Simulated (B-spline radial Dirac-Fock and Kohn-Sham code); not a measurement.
# Ir³⁺ 3p1/2: cross section and angular parameters

System: the Ir³⁺ ion, 1s2 2s2 2p6 3s2 3p6 3d10 4s2 4p6 4d10 4f14 5s2 5p6 5d6; threshold 2940.5 eV (orbital energy of the model). Level of theory: Dirac-Hartree-Slater photoionisation with a Latter tail; cross sections with all multipoles, angular parameters from the dipole term and its interference with E2; a radial B-spline solver.

For linearly polarised light dσ/dΩ = σ/(4π) [1 + β P₂(cos θ) + (δ + γ cos²θ) sin θ cos φ], with θ from the polarisation vector and φ the angle between the beam and the projection of the electron momentum on the plane normal to the polarisation.

```csv
hν (eV),σ (kb),β,γ,δ
3310,34.4,1.095,0.542,0.132
3710,29.6,1.332,0.412,0.054
4510,22.2,1.503,0.121,0.012
4520,22.1,1.504,0.119,0.012
4560,?,?,?,?
8047.8,7.72,1.592,0.165,0.003
11500,3.59,1.551,0.602,0.015
12000,3.26,1.543,0.665,0.017
```

Question: Give the values at 4560 eV.

Answer: σ = 21.8 kb, β = 1.508, γ = 0.110, δ = 0.011.

Values without a named source are computed, but for edge energies of neutral atoms, which are taken from tables.
